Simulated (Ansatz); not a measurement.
A first, cheap relaxation of AlFH$_{4}$O$_{4}$Si, SMILES `O[Si](O)(O)[O][AlH][F]`.

```yaml
crystal:
  periodic: [false, false, false]
  atoms:
    - {symbol: O, position_ang: [-2.107900, 0.614500, -0.815000]}
    - {symbol: Si, position_ang: [-0.705400, 0.176600, -0.052600]}
    - {symbol: O, position_ang: [-0.249800, 1.417100, 1.026200]}
    - {symbol: O, position_ang: [-0.912300, -1.265200, 0.813900]}
    - {symbol: O, position_ang: [0.512800, -0.075100, -1.269300]}
    - {symbol: Al, position_ang: [2.049000, -0.564100, -0.379500]}
    - {symbol: F, position_ang: [3.241400, 0.669100, 0.200000]}
    - {symbol: H, position_ang: [-2.766100, 0.800900, -0.095300]}
    - {symbol: H, position_ang: [-0.060000, 2.226400, 0.510400]}
    - {symbol: H, position_ang: [-1.249800, -1.931800, 0.149500]}
    - {symbol: H, position_ang: [2.313500, -2.125600, -0.067600]}
basis:
  gaussian: {orbitals: def2-SVP}
hamiltonian: {xc: pbe, dispersion: d4}
relax: {f_tol: 0.03, max_steps: 200}
```

```sh
$ ansatz run in.yaml --threads 3 --pin off --events-out ev --progress --plain --backend cuda
```

Output, abridged:

```
Functional definition: PBE
  name "PBE"
  cite "Perdew, Burke & Ernzerhof, Phys. Rev. Lett. 77, 3865 (1996) doi:10.1103/PhysRevLett.77.3865"
  parent pbe
  parameter kappa = 0.804
  parameter beta = 0.06672455060314922
  exchange = pbe_x(kappa = kappa, mu = beta*pi^2/3)
  correlation = pbe_c(beta = beta)
mean field -25420.21520911 eV, -934.1756784939 hartree, gradient 1.6e-5 eV, S^2 0.000000; 0 other end points of the search recorded, 0 dependent functions left out
the calculation of the forces begins
relax step   1: F+E_penalty+E_count = -25420.47907230 eV  Δ(F+E_penalty+E_count) = +0.000e0 eV  max|allowed force component| = 2.424e0 eV/Å  Δτ_max = 0.0000 Å  (30 SCF iters, accepted)
these checks for a lower state are left out or cut short: starts, cluster_reference, orbital_swaps, neighbouring_geometries, increment
mean field -25420.60377827 eV, -934.1899581472 hartree, gradient 1.7e-5 eV, S^2 0.000000; 0 other end points of the search recorded, 0 dependent functions left out
the calculation of the forces begins
relax step   2: F+E_penalty+E_count = -25420.86838976 eV  Δ(F+E_penalty+E_count) = -3.893e-1 eV  max|allowed force component| = 1.651e0 eV/Å  Δτ_max = 0.1940 Å  (35 SCF iters, accepted)
these checks for a lower state are left out or cut short: starts, cluster_reference, orbital_swaps, neighbouring_geometries, increment
mean field -25420.86894739 eV, -934.1997029328 hartree, gradient 1.5e-5 eV, S^2 0.000000; 0 other end points of the search recorded, 0 dependent functions left out
the calculation of the forces begins
relax step   3: F+E_penalty+E_count = -25421.13353088 eV  Δ(F+E_penalty+E_count) = -2.651e-1 eV  max|allowed force component| = 5.350e-1 eV/Å  Δτ_max = 0.1999 Å  (35 SCF iters, accepted)
these checks for a lower state are left out or cut short: starts, cluster_reference, orbital_swaps, neighbouring_geometries, increment
mean field -25420.89858509 eV, -934.2007920982 hartree, gradient 1.4e-5 eV, S^2 0.000000; 0 other end points of the search recorded, 0 dependent functions left out
the calculation of the forces begins
relax step   4: F+E_penalty+E_count = -25421.16272500 eV  Δ(F+E_penalty+E_count) = -2.919e-2 eV  max|allowed force component| = 3.169e-1 eV/Å  Δτ_max = 0.0704 Å  (28 SCF iters, accepted)
these checks for a lower state are left out or cut short: starts, cluster_reference, orbital_swaps, neighbouring_geometries, increment
mean field -25420.92020814 eV, -934.2015867306 hartree, gradient 1.8e-5 eV, S^2 0.000000; 0 other end points of the search recorded, 0 dependent functions left out
the calculation of the forces begins
relax step   5: F+E_penalty+E_count = -25421.18296365 eV  Δ(F+E_penalty+E_count) = -2.024e-2 eV  max|allowed force component| = 2.205e-1 eV/Å  Δτ_max = 0.1260 Å  (27 SCF iters, accepted)
these checks for a lower state are left out or cut short: starts, cluster_reference, orbital_swaps, neighbouring_geometries, increment
mean field -25420.94161563 eV, -934.2023734412 hartree, gradient 2.6e-5 eV, S^2 0.000000; 0 other end points of the search recorded, 0 dependent functions left out
the calculation of the forces begins
relax step   6: F+E_penalty+E_count = -25421.20410331 eV  Δ(F+E_penalty+E_count) = -2.114e-2 eV  max|allowed force component| = 1.452e-1 eV/Å  Δτ_max = 0.1950 Å  (28 SCF iters, accepted)
these checks for a lower state are left out or cut short: starts, cluster_reference, orbital_swaps, neighbouring_geometries, increment
mean field -25420.94494289 eV, -934.2024957158 hartree, gradient 1.5e-5 eV, S^2 0.000000; 0 other end points of the search recorded, 0 dependent functions left out
the calculation of the forces begins
relax step   7: F+E_penalty+E_count = -25421.20746575 eV  Δ(F+E_penalty+E_count) = -3.362e-3 eV  max|allowed force component| = 3.785e-1 eV/Å  Δτ_max = 0.1826 Å  (28 SCF iters, accepted)
[...]
the calculation of the forces begins
relax step  26: F+E_penalty+E_count = -25421.27614952 eV  Δ(F+E_penalty+E_count) = -3.038e-3 eV  max|allowed force component| = 8.367e-2 eV/Å  Δτ_max = 0.0421 Å  (28 SCF iters, accepted)
these checks for a lower state are left out or cut short: starts, cluster_reference, orbital_swaps, neighbouring_geometries, increment
mean field -25421.00856459 eV, -934.2048337702 hartree, gradient 1.2e-5 eV, S^2 0.000000; 0 other end points of the search recorded, 0 dependent functions left out
the calculation of the forces begins
relax step  27: F+E_penalty+E_count = -25421.27896039 eV  Δ(F+E_penalty+E_count) = -2.811e-3 eV  max|allowed force component| = 1.236e-1 eV/Å  Δτ_max = 0.0976 Å  (29 SCF iters, accepted)
these checks for a lower state are left out or cut short: starts, cluster_reference, orbital_swaps, neighbouring_geometries, increment
mean field -25421.00955053 eV, -934.2048700027 hartree, gradient 2.7e-5 eV, S^2 0.000000; 0 other end points of the search recorded, 0 dependent functions left out
the calculation of the forces begins
relax step  28: F+E_penalty+E_count = -25421.28020655 eV  Δ(F+E_penalty+E_count) = -1.246e-3 eV  max|allowed force component| = 1.528e-1 eV/Å  Δτ_max = 0.0484 Å  (29 SCF iters, accepted)
these checks for a lower state are left out or cut short: starts, cluster_reference, orbital_swaps, neighbouring_geometries, increment
mean field -25421.01088580 eV, -934.2049190731 hartree, gradient 8.8e-6 eV, S^2 0.000000; 0 other end points of the search recorded, 0 dependent functions left out
the calculation of the forces begins
relax step  29: F+E_penalty+E_count = -25421.28170355 eV  Δ(F+E_penalty+E_count) = -1.497e-3 eV  max|allowed force component| = 1.642e-1 eV/Å  Δτ_max = 0.0348 Å  (30 SCF iters, accepted)
these checks for a lower state are left out or cut short: starts, cluster_reference, orbital_swaps, neighbouring_geometries, increment
mean field -25421.01277185 eV, -934.2049883843 hartree, gradient 9.4e-6 eV, S^2 0.000000; 0 other end points of the search recorded, 0 dependent functions left out
the calculation of the forces begins
relax step  30: F+E_penalty+E_count = -25421.28392789 eV  Δ(F+E_penalty+E_count) = -2.224e-3 eV  max|allowed force component| = 1.103e-1 eV/Å  Δτ_max = 0.2000 Å  (35 SCF iters, accepted)
these checks for a lower state are left out or cut short: starts, cluster_reference, orbital_swaps, neighbouring_geometries, increment
mean field -25421.01492150 eV, -934.2050673825 hartree, gradient 1.1e-5 eV, S^2 0.000000; 0 other end points of the search recorded, 0 dependent functions left out
the calculation of the forces begins
relax step  31: F+E_penalty+E_count = -25421.28576356 eV  Δ(F+E_penalty+E_count) = -1.836e-3 eV  max|allowed force component| = 2.108e-1 eV/Å  Δτ_max = 0.0823 Å  (29 SCF iters, accepted)
these checks for a lower state are left out or cut short: starts, cluster_reference, orbital_swaps, neighbouring_geometries, increment
mean field -25421.00554593 eV, -934.2047228365 hartree, gradient 9.5e-6 eV, S^2 0.000000; 0 other end points of the search recorded, 0 dependent functions left out
the calculation of the forces begins
relax step  32: F+E_penalty+E_count = -25421.27630526 eV  Δ(F+E_penalty+E_count) = +9.458e-3 eV  max|allowed force component| = 5.270e-1 eV/Å  Δτ_max = 0.1963 Å  (35 SCF iters, rejected (line search))
these checks for a lower state are left out or cut short: starts, cluster_reference, orbital_swaps, neighbouring_geometries, increment
mean field -25421.01790264 eV, -934.2051769373 hartree, gradient 1.0e-5 eV, S^2 0.000000; 0 other end points of the search recorded, 0 dependent functions left out
the calculation of the forces begins
relax step  33: F+E_penalty+E_count = -25421.28862718 eV  Δ(F+E_penalty+E_count) = -2.864e-3 eV  max|allowed force component| = 4.016e-2 eV/Å  Δτ_max = 0.0227 Å  (29 SCF iters, accepted)
these checks for a lower state are left out or cut short: starts, cluster_reference, orbital_swaps, neighbouring_geometries, increment
mean field -25421.01824154 eV, -934.2051893916 hartree, gradient 2.7e-5 eV, S^2 0.000000; 0 other end points of the search recorded, 0 dependent functions left out
the calculation of the forces begins
relax step  34: F+E_penalty+E_count = -25421.28882170 eV  Δ(F+E_penalty+E_count) = -1.945e-4 eV  max|allowed force component| = 7.529e-3 eV/Å  Δτ_max = 0.0277 Å  (29 SCF iters, accepted)
mean field -25421.01824154 eV, -934.2051893916 hartree, gradient 2.6e-5 eV, S^2 0.000000; 1 other end points of the search recorded, 0 dependent functions left out
the calculation of the forces begins
Total energy: -25421.28886525 eV, -934.2151346293 hartree
Atom 0 at    -1.600677     0.385129    -1.167009 Å, force     0.003410    -0.003681     0.001846 eV/Å
Atom 1 at    -0.780023    -0.042696     0.225244 Å, force     0.006252     0.001683     0.002816 eV/Å
Atom 2 at    -0.247145     1.257617     1.113851 Å, force    -0.003451    -0.003614    -0.003007 eV/Å
Atom 3 at    -1.730702    -0.891414     1.290946 Å, force    -0.000244    -0.001923    -0.003338 eV/Å
Atom 4 at     0.504285    -0.954315    -0.334175 Å, force     0.000728     0.007529    -0.002900 eV/Å
Atom 5 at     2.141323    -0.504559    -0.540116 Å, force    -0.004215    -0.002522     0.003550 eV/Å
Atom 6 at     2.463435     1.109161    -0.155816 Å, force    -0.005363     0.005222     0.000510 eV/Å
Atom 7 at    -2.327010     1.012638    -1.005394 Å, force    -0.004145     0.000471     0.000685 eV/Å
Atom 8 at     0.568061     1.660963     0.756295 Å, force     0.004327    -0.002897     0.000151 eV/Å
Atom 9 at    -2.211177    -1.630327     0.879982 Å, force     0.000776     0.004569     0.000723 eV/Å
Atom 10 at     3.285030    -1.459396    -1.043109 Å, force     0.001925    -0.004838    -0.001036 eV/Å
Dipole moment:    -0.014423    -0.166463    -0.289684 e Å
```

It took 77 s on 3 threads of an AMD EPYC 7R13 on a shared host and a share of an NVIDIA H100 80 GB, with 0.83 GiB of host memory at the peak.
